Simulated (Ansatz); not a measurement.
Gas-phase reaction in SMILES: [I][Hg][I] → [I][Hg][I] as doublet, charge -1 (an electron is taken up)

Wanted: adiabatic electron affinity (electronic), in eV. Positive where the reaction releases energy. Terms: dispersion terms only where a functional's name holds one; def2 sets with scalar-relativistic core potentials past Kr; LANL2DZ with its own core potentials from Na on; no spin-orbit coupling; open shells spin-unrestricted. Ab initio and DFT rows: single points at B3LYP-D3(BJ) geometries (Ansatz, a first-principles code). The spin state of an ion or metal species was assumed, not searched.

```tsv
species	coefficient	E at B3LYP/LANL2DZ (Ansatz), Eh	E at PBE0/def2-TZVPD (Ansatz), Eh
[I][Hg][I]	+1	-65.60319	-749.02691
[I][Hg][I] as doublet, charge -1	-1	-65.69542	-749.09639
```

 1 Eh = 27.2114 eV.

### Question
Work the quantity out at each level.

### Answer

- B3LYP/LANL2DZ: the sum of coefficient times E is 0.09223 Eh, or 2.510 eV. Result: 2.51 eV.
- PBE0/def2-TZVPD: the sum of coefficient times E is 0.06948 Eh, or 1.891 eV. Result: 1.89 eV.
